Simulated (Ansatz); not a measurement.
System: C$_{3}$H$_{8}$GeI (charge -1, singlet). It need not be the lowest isomer of its formula. Whether it binds its extra electron was not tested at this geometry. SMILES: [CH2-][Ge]([CH3])([CH3])[I]
Coordinates optimised at B3LYP-D3(BJ)/def2-TZVP (Ansatz, a program for electronic structure):
```
Ge
C 1 1.8220
H 2 1.0869 1 117.97
H 2 1.0869 3 113.52 1 -144.11
C 1 1.9765 2 116.79 3 175.54
H 5 1.0885 1 109.79 2 168.51
H 5 1.0900 6 108.69 1 119.69
H 5 1.0924 6 109.94 7 119.19
C 1 1.9765 2 116.79 3 41.95
H 9 1.0885 1 109.79 2 -168.51
H 9 1.0900 10 108.69 1 -119.69
H 9 1.0924 10 109.94 11 -119.19
I 1 3.0170 2 122.63 3 -71.26
```
Charge -1, spin multiplicity 1.

Parts of the frozen-core correlation energy in def2-TZVPPD (Ansatz, hartree). Frozen orbitals: 26; correlated occupied orbitals by spin: 16 and 16; virtual: 318 and 318. Spin-orbit coupling is left out. In def2 rows, elements after Kr have scalar-relativistic effective core potentials.

| term | value |
|---|---|
| reference (HF) | -2490.37671 |
| MP2 opposite-spin | ___ |
| MP2 same-spin | ___ |
| CCSD correlation | -0.86484 |
| (T) | ___ |
| T1 diagnostic | 0.012 |
| largest doubles amplitude | 0.035 |

Problem. What belongs in the gaps?

Solution. 
- MP2 opposite-spin, value: -0.62703
- MP2 same-spin, value: -0.18283
- (T), value: -0.03886
